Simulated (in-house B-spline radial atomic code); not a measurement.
## RPA and G0W0 on LDA VWN5: F IX (F8+)

Configuration 1s1, highest spin, mean-field start LDA VWN5. Computed with an all-electron radial atomic-structure program (B-spline basis): all electrons, scalar-relativistic (spin-free one-electron X2C), finite nucleus, each spin shell either full or empty, empty states to l = 9 with an (l + 1/2)⁻⁴ tail; G0W0 by contour deformation at full frequency.

With one electron the exact correlation energy is zero, so what RPA and GW give is self-correlation.

Command:
```bash
python run_gw.py task.json out
```
Settings (radii: box in bohr, nucleus in fm):
```
Z                        9
electrons                1
configuration            1s1
hamiltonian              x2c
method                   lda,vwn
lmax                     9
rms_radius               2.8976
spin_polarised           True
box_radius               7.7
intervals                68
ion_configuration        bare nucleus
```

Run time, properties included: 0.9 s on 1 thread of Arm Neoverse N1, on a shared host.

Energies (hartree):

```json
{"term": "mean-field total", "value": "-40.19279"}
{"term": "Hartree-Fock functional on these orbitals", "value": "-40.54234"}
{"term": "direct second order", "value": "-0.023549"}
{"term": "second-order exchange", "value": "0.02355"}
{"term": "SOSEX correction", "value": "0.023219"}
```

(1) What is the RPA correlation energy, and what remains with SOSEX?

Quasi-particle levels (eV):

| level | occupied | mean field | Σx - vxc | Σc | QP weight | G0W0 |
| --- | --- | --- | --- | --- | --- | --- |
| 1s up | yes | -1039.38 | -63.83 | ? | ? | ? |
| 1s down | no | -951.85 | 0.00 | -2.63 | 0.998 | -954.48 |

G0W0 = mean field + (Σx - vxc) + Σc, with Σc (partial-wave tail included) taken at the quasi-particle energy.

(2) Where does G0W0 put 1s up?

(3) What does it cost to remove one electron (to the bare nucleus) by differences of total energies, each species on its own start (correlation terms add to the Hartree-Fock functional)?

## Answers

(1) RPA gives -0.023218 hartree (-0.632 eV per electron); RPA + SOSEX gives 0, and the second-order doubles 0 hartree (no singles). SOSEX takes back 100 % of the RPA value.

(2) At -1102.89 eV, with Σc = 0.32 eV and a quasi-particle weight of 0.998. The tabulated removal energy is 1103.118 eV (NIST, tabulated theory).

(3) LDA VWN5 1093.70 eV, Hartree-Fock functional 1103.21 eV, + RPA 1103.84 eV, + RPA + SOSEX 1103.21 eV, + second order 1103.21 eV. Tabulated: 1103.118 eV (NIST, tabulated theory).
